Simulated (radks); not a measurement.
Results of a calculation; reference values are marked as such.
Polarisability of the neon ion Ne2+, [He] 2s2 2p4, at imaginary frequency. Code: a radial shooting solver on a logarithmic mesh with Libxc functionals. Model: non-relativistic Kohn-Sham, LDA (Slater exchange, Perdew-Wang correlation), spin-polarised, spherical densities, point nucleus; open shells are filled with parallel spins first. Response by self-consistent Sternheimer equations with the Hartree and adiabatic LDA kernel.

w (hartree)  alpha1(iw) (bohr^3)
0.00266                   0.8746
0.0143                    0.8745
0.0360                    0.8740
0.0697                    0.8726
0.118                     0.8690
0.186                     0.8611
0.280                     0.8451
0.413                     0.8150
0.605                     0.7626
0.892                     0.6792
1.35                      0.5589
2.12                      0.4028
3.59                      0.2317
6.94                     0.09163
17.5                     0.01890

Static values: alpha1 = 0.8746 bohr^3 (0.1296 angstrom^3; uncoupled 1.089). C6 = 1.111, triple-dipole C9 = 0.6805 atomic units. One-pole (London) frequency 4 C6 / (3 alpha1^2) = 1.936 hartree, against 1.918 for minus the highest occupied eigenvalue. The dipole shielding factor is 0.800, as the force sum rule N/Z = 0.800 demands.
